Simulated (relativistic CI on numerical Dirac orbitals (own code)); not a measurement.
# Zr XXIII: computed level list

Computed by Dirac-Coulomb-Breit CI, KLI orbitals optimised for each configuration, a model potential for QED, unscaled Slater integrals (own radial code, finite nucleus).

Configurations in the expansion (outside the closed core [Ne]): 3s²3p⁶, 3s²3p⁵3d, 3s3p⁶3d, 3s²3p⁵4s, 3s²3p⁵4p, 3s²3p⁵4d, 3s3p⁶4s, 3p⁶3d4p, 3p⁶3d², 3p⁵3d³, 3p⁵3d²4s, 3p⁵3d²4p, 3p⁵3d²4d, 3p⁶3d4s, 3p⁵3d4s², 3p⁵3d4s4p, 3p⁵3d4s4d. Double excitations out of closed p, d and f shells are left out; levels of such configurations are missing from the list, as are those of other unlisted configurations, and high levels can miss mixing partners.

```
No.  Configuration  Term  J   E (eV)    %  Landé g
  1         3s²3p⁶    ¹S  0    0.000  100         
  2       3s²3p⁵3d   ³P°  0  102.958  100         
  3       3s²3p⁵3d   ³P°  1  105.204   92    1.417
  4       3s²3p⁵3d   ³P°  2  109.739   69    1.373
  5       3s²3p⁵3d   ³F°  3  110.143   72    1.082
  6       3s²3p⁵3d   ³F°  4  110.815  100    1.248
  7       3s²3p⁵3d   ³F°  2  113.558   40    0.929
  8       3s²3p⁵3d   ³D°  3  118.713   64    1.210
  9       3s²3p⁵3d   ³D°  1  124.538   87    0.597
 10       3s²3p⁵3d   ³F°  2  127.691   55    0.832
 11       3s²3p⁵3d   ³D°  2  132.334   51    1.189
 12       3s²3p⁵3d   ¹F°  3  133.912   43    1.117
 13       3s²3p⁵3d   ¹P°  1  157.296   95    0.978
 14        3s3p⁶3d    ³D  1  214.753  100    0.496
 15        3s3p⁶3d    ³D  2  215.878   97    1.160
 16        3s3p⁶3d    ³D  3  218.335  100    1.331
 17        3s3p⁶3d    ¹D  2  226.951   97    1.002
 18         3p⁶3d²    ³F  2  436.125   94    0.684
 19         3p⁶3d²    ³F  3  438.817  100    1.081
 20         3p⁶3d²    ³F  4  441.354   96    1.238
 21         3p⁶3d²    ³P  0  444.277   96         
 22         3p⁶3d²    ¹D  2  444.570   55    1.185
 23         3p⁶3d²    ³P  1  445.690  100    1.499
 24         3p⁶3d²    ³P  2  448.729   59    1.290
 25         3p⁶3d²    ¹G  4  448.745   96    1.008
 26         3p⁶3d²    ¹S  0  462.872   96         
 27       3s²3p⁵4s   ³P°  2  502.911  100    1.498
 28       3s²3p⁵4s   ¹P°  1  504.591   60    1.198
 29       3s²3p⁵4s   ³P°  0  521.217  100         
 30       3s²3p⁵4s   ³P°  1  522.203   60    1.297
 31       3s²3p⁵4p    ³S  1  531.128   66    1.803
 32     3p⁵3d³(4F)   ⁵D°  2  533.474   49    1.243
 33     3p⁵3d³(4F)   ⁵D°  1  533.724   68    1.085
 34       3s²3p⁵4p    ³D  2  533.743   54    1.151
 35     3p⁵3d³(4F)   ⁵F°  3  534.084   48    1.334
 36     3p⁵3d³(4F)   ⁵D°  0  534.361   97         
 37     3p⁵3d³(4F)   ⁵F°  4  535.332   52    1.370
 38     3p⁵3d³(4P)   ⁵S°  2  535.710   86    1.952
 39     3p⁵3d³(4F)   ⁵F°  5  537.622   60    1.340
 40     3p⁵3d³(4F)   ⁵F°  1  538.347   50    0.532
 41     3p⁵3d³(4F)   ⁵D°  2  538.371   34    1.046
 42     3p⁵3d³(4P)   ⁵D°  3  538.719   38    1.242
 43       3s²3p⁵4p    ³D  3  538.895  100    1.332
 44     3p⁵3d³(4P)   ⁵D°  4  538.929   49    1.350
 45       3s²3p⁵4p    ¹P  1  539.082   53    1.102
```

Energies count from the lowest computed level; ° marks odd parity. Percentages are summed over parent terms; the parents shown are those of the largest component, closed shells are left out there.

The mean weight of the leading LS term, summed over parents, in these 45 levels is 75 %, and that of the leading jj configuration (from the same eigenvectors) 78 %.

At this charge energies of transitions that change n are usually good to better than 1 %, and those within a shell (Δn = 0) to a few per cent.

LS names give the leading component of a level, which can be under half, so a name can repeat, a term be missing and a line seem to break the LS rules.
